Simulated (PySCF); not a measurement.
AlGeH₅N, AlBGeH₄N, AlBGeH₄O (calculated)

Computed with PySCF 2.14.0. Calculation on a computer-drawn molecule: the log of a Hartree-Fock and frozen-core CCSD(T) single point meant for a local Hartree-Fock minimum, with one planted fault or none, to be diagnosed. Offsets are logged minus clean, where the clean run is the same molecule without the fault. The reference is restricted for singlets and unrestricted otherwise, and also for a bond in bohr or an excited solution. Adding or removing an electron swaps singlet and doublet. The excited solution moves the top pair (singlet) or top alpha electron (doublet) to the lowest empty orbital. Highest occupied and lowest empty are orbital energies over both spins, largest force is the largest gradient component, triples share is (T) over the correlation energy, the T1 limit is 0.02 restricted and 0.045 unrestricted, electrons count all cores, a negative frequency is imaginary (commonest isotopes), and the dipole is about the centre of nuclear charge; on germanium a core potential holds 10 electrons, which the energies leave out, and 3d is frozen in MP2 and coupled-cluster steps.

Common to all runs: meant multiplicity 1; meant basis cc-pV(D+d)Z; meant basis and core potential on germanium cc-pVDZ-PP ECP10MDF; logged SCF converged yes; possible faults no fault, one electron removed, one electron added, multiplicity raised by two, geometry at a saddle point, SCF held on an excited solution, minimal basis STO-3G, one bond length entered in bohr, all coordinates scaled.

(1) 
```xyz
8
formula=AlGeH5N meant_charge=1 logged_electrons=56 logged_basis_functions=85 logged_spin_squared=0 logged_highest_occupied=-16.043 logged_lowest_empty=-4.5467 logged_largest_force=0.010056 logged_T1_diagnostic=0.018781 logged_D1_diagnostic=0.066021 logged_triples_share=0.028081 logged_CC_converged=yes logged_dipole_magnitude=1.8033 logged_SCF_stable_within_its_kind=yes logged_energy_HF=-592.43094 logged_energy_CCSD(T)=-592.79795 planted_fault=all_coordinates_scaled,by_+1.2_% HF_energy_offset_from_clean_run=0.6475 CCSD(T)_energy_offset_from_clean_run=-0.645
Al    -1.0603     0.6976    -0.3571
N     -0.1677    -0.9124    -0.8136
Ge     0.9597    -1.8721     0.1285
H     -0.6614     1.1543     1.1024
H     -2.0069     1.2719    -1.4753
H     -0.3566    -1.2973    -1.7431
H      1.3118    -1.3886     1.5308
H      1.5520    -3.1470    -0.4668
```

Units: logged_highest_occupied, logged_lowest_empty in eV; logged_largest_force in hartree/bohr; logged_dipole_magnitude in debye; logged_energy_HF, logged_energy_CCSD(T) in hartree; HF_energy_offset_from_clean_run, CCSD(T)_energy_offset_from_clean_run in kcal/mol.

Drawn bonds:
```csv
atom,other atom,order
1,2,1
2,3,1
1,4,1
1,5,1
2,6,1
3,7,1
3,8,1
```

(2) 
```xyz
8
formula=AlGeH5N meant_charge=1 logged_electrons=56 logged_basis_functions=85 logged_spin_squared=0.8484 logged_highest_occupied=-12.815 logged_lowest_empty=-4.5633 logged_largest_force=0.0096874 logged_T1_diagnostic=0.056984 logged_D1_diagnostic=0.22112 logged_triples_share=0.03495 logged_CC_converged=yes logged_dipole_magnitude=1.7622 logged_SCF_stable_within_its_kind=yes logged_energy_HF=-592.33055 logged_energy_CCSD(T)=-592.68317 planted_fault=one_bond_length_entered_in_bohr,row_4_of_the_drawn_bonds HF_energy_offset_from_clean_run=63.64 CCSD(T)_energy_offset_from_clean_run=71.38
Al    -1.0478     0.6893    -0.3528
N     -0.1657    -0.9016    -0.8040
Ge     0.9484    -1.8499     0.1270
H     -0.6536     1.1406     1.0893
H     -2.8152     1.7617    -2.4409
H     -0.3523    -1.2819    -1.7225
H      1.2963    -1.3721     1.5126
H      1.5336    -3.1096    -0.4612
```

Units: logged_highest_occupied, logged_lowest_empty in eV; logged_largest_force in hartree/bohr; logged_dipole_magnitude in debye; logged_energy_HF, logged_energy_CCSD(T) in hartree; HF_energy_offset_from_clean_run, CCSD(T)_energy_offset_from_clean_run in kcal/mol.

Drawn bonds:
```csv
atom,other atom,order
1,2,1
2,3,1
1,4,1
1,5,1
2,6,1
3,7,1
3,8,1
```

Notes: T1 above single-reference limit.

(3) 
```xyz
8
formula=AlBGeH4N meant_charge=1 logged_electrons=60 logged_basis_functions=94 logged_spin_squared=0 logged_highest_occupied=-14.716 logged_lowest_empty=-6.3524 logged_largest_force=1.262e-05 logged_lowest_frequency=89.27 logged_T1_diagnostic=0.021378 logged_D1_diagnostic=0.070213 logged_triples_share=0.037177 logged_CC_converged=yes logged_dipole_magnitude=5.5805 logged_SCF_stable_within_its_kind=yes logged_energy_HF=-616.51099 logged_energy_CCSD(T)=-616.94262 planted_fault=no_fault HF_energy_offset_from_clean_run=0 CCSD(T)_energy_offset_from_clean_run=0
Al    -1.8810    -1.1544     2.5267
N     -0.6238    -0.8960     1.2050
B      0.2165    -0.7229     0.3217
Ge     1.5875    -0.4409    -1.1181
H     -3.3367    -1.3856     2.0141
H     -1.3234    -1.1078     3.9835
H      2.3414    -1.6013    -1.7260
H      1.9090     0.9408    -1.6398
```

Units: logged_highest_occupied, logged_lowest_empty in eV; logged_largest_force in hartree/bohr; logged_lowest_frequency in cm⁻¹; logged_dipole_magnitude in debye; logged_energy_HF, logged_energy_CCSD(T) in hartree; HF_energy_offset_from_clean_run, CCSD(T)_energy_offset_from_clean_run in kcal/mol.

Drawn bonds:
```csv
atom,other atom,order
1,2,1
2,3,2
3,4,1
1,5,1
1,6,1
4,7,1
4,8,1
```

Notes: T1 above single-reference limit.

(4) 
```xyz
8
formula=AlBGeH4N meant_charge=1 logged_electrons=61 logged_basis_functions=94 logged_spin_squared=0.771 logged_highest_occupied=-7.8503 logged_lowest_empty=1.0674 logged_largest_force=0.03946 logged_T1_diagnostic=0.016564 logged_D1_diagnostic=0.048011 logged_triples_share=0.034638 logged_CC_converged=yes logged_dipole_magnitude=0.5055 logged_SCF_stable_within_its_kind=yes logged_energy_HF=-616.77156 logged_energy_CCSD(T)=-617.209 planted_fault=one_electron_added HF_energy_offset_from_clean_run=-163.5 CCSD(T)_energy_offset_from_clean_run=-167.2
Al    -1.8810    -1.1544     2.5267
N     -0.6238    -0.8960     1.2050
B      0.2165    -0.7229     0.3217
Ge     1.5875    -0.4409    -1.1181
H     -3.3367    -1.3856     2.0141
H     -1.3234    -1.1078     3.9835
H      2.3414    -1.6013    -1.7260
H      1.9090     0.9408    -1.6398
```

Units: logged_highest_occupied, logged_lowest_empty in eV; logged_largest_force in hartree/bohr; logged_dipole_magnitude in debye; logged_energy_HF, logged_energy_CCSD(T) in hartree; HF_energy_offset_from_clean_run, CCSD(T)_energy_offset_from_clean_run in kcal/mol.

Drawn bonds:
```csv
atom,other atom,order
1,2,1
2,3,2
3,4,1
1,5,1
1,6,1
4,7,1
4,8,1
```

(5) 
```xyz
8
formula=AlBGeH4O meant_charge=0 logged_electrons=62 logged_basis_functions=94 logged_spin_squared=0 logged_highest_occupied=-5.5124 logged_lowest_empty=-1.7364 logged_largest_force=0.068721 logged_dipole_magnitude=3.1338 logged_SCF_stable_within_its_kind=no logged_energy_HF=-637.03477 planted_fault=SCF_held_on_an_excited_solution HF_energy_offset_from_clean_run=113.3
Al    -2.2822     1.6368     1.1626
O     -0.9553     1.1435     0.2389
B     -0.0035     0.8078    -0.6492
Ge     1.8149    -0.1314    -0.0461
H     -2.2477     3.0818     1.7753
H     -3.4468     0.6068     1.3803
H     -0.1746     1.0831    -1.8203
H      1.2385    -1.5811    -0.3399
```

Units: logged_highest_occupied, logged_lowest_empty in eV; logged_largest_force in hartree/bohr; logged_dipole_magnitude in debye; logged_energy_HF in hartree; HF_energy_offset_from_clean_run in kcal/mol.

Drawn bonds:
```csv
atom,other atom,order
1,2,1
2,3,1
3,4,1
1,5,1
1,6,1
3,7,1
4,8,1
```

Notes: coupled-cluster numbers left out as unreliable.

(6) 
```xyz
8
formula=AlBGeH4O meant_charge=0 logged_electrons=62 logged_basis_functions=94 logged_spin_squared=0 logged_highest_occupied=-8.093 logged_lowest_empty=0.46813 logged_largest_force=0.02383 logged_T1_diagnostic=0.019042 logged_D1_diagnostic=0.05321 logged_triples_share=0.027242 logged_CC_converged=yes logged_dipole_magnitude=1.6421 logged_SCF_stable_within_its_kind=yes logged_energy_HF=-637.20149 logged_energy_CCSD(T)=-637.66943 planted_fault=all_coordinates_scaled,by_+4.7_% HF_energy_offset_from_clean_run=8.689 CCSD(T)_energy_offset_from_clean_run=5.038
Al    -2.3895     1.7137     1.2172
O     -1.0002     1.1973     0.2501
B     -0.0037     0.8458    -0.6797
Ge     1.9002    -0.1376    -0.0482
H     -2.3534     3.2267     1.8587
H     -3.6088     0.6353     1.4452
H     -0.1829     1.1340    -1.9058
H      1.2967    -1.6554    -0.3559
```

Units: logged_highest_occupied, logged_lowest_empty in eV; logged_largest_force in hartree/bohr; logged_dipole_magnitude in debye; logged_energy_HF, logged_energy_CCSD(T) in hartree; HF_energy_offset_from_clean_run, CCSD(T)_energy_offset_from_clean_run in kcal/mol.

Drawn bonds:
```csv
atom,other atom,order
1,2,1
2,3,1
3,4,1
1,5,1
1,6,1
3,7,1
4,8,1
```
